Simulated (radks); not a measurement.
Q: The mean radii <r> (bohr) of the occupied orbitals of an atom or ion are listed with their occupations. Method: non-relativistic Kohn-Sham, PBE, spin-polarised, spherical densities, point nucleus; computed with a radial shooting solver on a logarithmic mesh with Libxc functionals.

| orbital | occ. | <r> |
|---|---|---|
| 1s up | 1 | 0.05111 |
| 1s down | 1 | 0.05111 |
| 2s down | 1 | 0.2298 |
| 2s up | 1 | 0.2298 |
| 2p up | 3 | 0.1997 |
| 2p down | 3 | 0.1997 |
| 3s up | 1 | 0.6921 |
| 3s down | 1 | 0.6917 |
| 3p up | 3 | 0.7188 |
| 3p down | 3 | 0.7179 |
| 3d up | 5 | 0.8982 |
| 3d down | 5 | 0.8850 |
| 4s up | 1 | 2.428 |

Name the element and its charge. Open shells, if any, are filled with parallel spins first.

A: Z = 30, zinc, charge +1: Zn+ in [Ar] 3d10 4s1. The 1s radius gives Z: for a bare nucleus <r> = 1.5/Z, 0.05 bohr for Z = 30, and screening makes it slightly larger (0.05111 here). The occupations add up to 29, and the charge is Z minus that.
